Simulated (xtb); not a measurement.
Cl3Er, quartet, at a GFN2-xTB geometry (such geometries of metal compounds can be far from the true shape) (GFN-xTB holds the 4f electrons in the core, so unpaired electrons go into valence orbitals and the state isn't the physical one); GFN2-xTB (xtb).

Here is a job for xtb.
```
$ xtb mol.xyz --gfn 2 --uhf 3 --etemp 10000 --json

# file mol.xyz
4

Er     0.12289701     0.36847966     0.24914132
Cl     1.86868660    -0.78311988    -0.87755418
Cl    -0.95592314    -1.39457592     1.42011854
Cl    -1.40435151     0.70377715    -1.53912964
```

The log (banner, timings and long lists left out):

```
   ID    Z sym.   atoms
    1   68 Er     1
    2   17 Cl     2-4

           -------------------------------------------------
          |                Calculation Setup                |
           -------------------------------------------------

           -------------------------------------------------
          |                 G F N 2 - x T B                 |
           -------------------------------------------------

          ...................................................
          :                      SETUP                      :
          :.................................................:
          :  # basis functions                  40          :
          :  # atomic orbitals                  36          :
          :  # shells                           12          :
          :  # electrons                        24          :
          :  max. iterations                   250          :
          :  Hamiltonian                  GFN2-xTB          :
          :  restarted?                      false          :
          :  GBSA solvation                  false          :
          :  PC potential                    false          :
          :  electronic temp.        10000.0000000     K    :
          :  accuracy                    1.0000000          :
          :  -> integral cutoff          0.2500000E+02      :
          :  -> integral neglect         0.1000000E-07      :
          :  -> SCF convergence          0.1000000E-05 Eh   :
          :  -> wf. convergence          0.1000000E-03 e    :
          :  Broyden damping             0.4000000          :
          :  net charge                          0          :
          :  unpaired electrons                  3          :
          ...................................................

 iter      E             dE          RMSdq      gap      omega  full diag
   1     -4.5743639 -0.457436E+01  0.463E+01    0.00       0.0  T
   2    -12.8765498 -0.830219E+01  0.239E+01    0.00       1.0  T
   3    -14.2207700 -0.134422E+01  0.154E+01    0.00       1.0  T
   4    -14.4646620 -0.243892E+00  0.135E+01    0.01       1.0  T
   5    -14.5812665 -0.116604E+00  0.101E+01    0.00       1.0  T
   6    -14.9117398 -0.330473E+00  0.261E+00    0.00       1.0  T
   7    -14.8947039  0.170359E-01  0.299E+00    0.00       1.0  T
   8    -14.9200861 -0.253822E-01  0.197E+00    0.00       1.0  T
   9    -14.9246337 -0.454758E-02  0.174E+00    0.00       1.0  T
  10    -14.9134377  0.111960E-01  0.251E+00    0.00       1.0  T
  11    -14.9308364 -0.173987E-01  0.890E-01    0.00       1.0  T
  12    -14.9338810 -0.304465E-02  0.206E-01    0.00       1.0  T
  13    -14.9337484  0.132661E-03  0.262E-01    0.00       1.0  T
  14    -14.9338830 -0.134654E-03  0.131E-01    0.00       1.0  T
  15    -14.9339182 -0.351934E-04  0.387E-02    0.00       1.3  T
  16    -14.9339209 -0.266780E-05  0.178E-02    0.00       2.8  T
  17    -14.9339215 -0.645682E-06  0.115E-02    0.00       4.3  T
  18    -14.9339220 -0.459358E-06  0.450E-03    0.00      11.1  T
  19    -14.9339220 -0.690700E-07  0.287E-04    0.00     174.4  T
  20    -14.9339220  0.113011E-07  0.189E-03    0.00      26.5  T
  21    -14.9339220 -0.765581E-08  0.108E-03    0.00      46.4  T
  22    -14.9339220 -0.298730E-08  0.454E-04    0.00     110.2  T

   *** convergence criteria satisfied after 22 iterations ***

         :::::::::::::::::::::::::::::::::::::::::::::::::::::
         ::                     SUMMARY                     ::
         :::::::::::::::::::::::::::::::::::::::::::::::::::::
         :: total energy             -14.921921013715 Eh    ::
         :: gradient norm              0.019333661888 Eh/a0 ::
         :: HOMO-LUMO gap              0.001783973940 eV    ::
         ::.................................................::
         :: SCC energy               -14.933920466531 Eh    ::
         :: -> isotropic ES            0.001718669408 Eh    ::
[...]
      -------------------------------------------------------------
         1        2.0000           -1.1208887             -30.5009
         2        2.0000           -1.1201567             -30.4810
         3        2.0000           -1.1067844             -30.1171
         4        1.9343           -0.5104297             -13.8895
         5        1.8617           -0.4851445             -13.2015
         6        1.8387           -0.4797028             -13.0534
         7        1.8384           -0.4796463             -13.0518
         8        1.7749           -0.4675705             -12.7232
         9        1.7744           -0.4674874             -12.7210
        10        1.7620           -0.4654675             -12.6660
        11        1.7606           -0.4652426             -12.6599
        12        1.7601           -0.4651655             -12.6578
        13        0.3666           -0.3419495              -9.3049 (HOMO)
        14        0.3660           -0.3418840              -9.3031 (LUMO)
        15        0.3642           -0.3416683              -9.2973
        16        0.2926           -0.3328061              -9.0561
        17        0.2912           -0.3326237              -9.0512
        18        0.0140           -0.2298159              -6.2536
        19        0.0000           -0.0152854              -0.4159
        20        0.0000           -0.0152728              -0.4156
        21        0.0000           -0.0151847              -0.4132
        22        0.0000           -0.0150538              -0.4096
        23        0.0000           -0.0149658              -0.4072
        24        0.0000           -0.0149540              -0.4069
       ...           ...                  ...                  ...
        36                          0.4722810              12.8514
      -------------------------------------------------------------
                  HL-Gap            0.0000656 Eh            0.0018 eV
             Fermi-level           -0.3951560 Eh          -10.7527 eV

     #   Z          covCN         q      C6AA      α(0)
     1  68 Er       2.172    -0.008   285.604    36.059
     2  17 Cl       0.724     0.003    98.843    15.207
     3  17 Cl       0.724     0.003    98.843    15.207
     4  17 Cl       0.724     0.003    98.826    15.205

 Mol. C6AA /au·bohr⁶  :       2142.879664
 Mol. C8AA /au·bohr⁸  :     190436.055392
 Mol. α(0) /au        :         81.677742

Wiberg/Mayer (AO) data.
largest (>0.10) Wiberg bond orders for each atom

 ---------------------------------------------------------------------------
     #   Z sym  total        # sym  WBO       # sym  WBO       # sym  WBO
 ---------------------------------------------------------------------------
     1  68 Er   2.103 --     3 Cl   0.701     2 Cl   0.701     4 Cl   0.701
     2  17 Cl   0.738 --     1 Er   0.701
     3  17 Cl   0.738 --     1 Er   0.701
     4  17 Cl   0.737 --     1 Er   0.701
 ---------------------------------------------------------------------------

Topologies differ in total number of bonds
Writing topology from bond orders to xtbtopo.mol

molecular dipole:
                 x           y           z       tot (Debye)
 q only:       -0.006      -0.012      -0.010
   full:        0.219       0.648       0.442       2.071
molecular quadrupole (traceless):
                xx          xy          yy          xz          yz          zz
 q only:        0.024      -0.020      -0.031      -0.006      -0.039       0.007
  q+dip:       -1.258       0.965       1.488       0.682       2.009      -0.231
   full:       -1.802       1.340       2.151       0.982       2.835      -0.349

           -------------------------------------------------
          | TOTAL ENERGY              -14.921921013715 Eh   |
          | GRADIENT NORM               0.019333661888 Eh/α |
          | HOMO-LUMO GAP               0.001783973940 eV   |
           -------------------------------------------------

normal termination of xtb
```
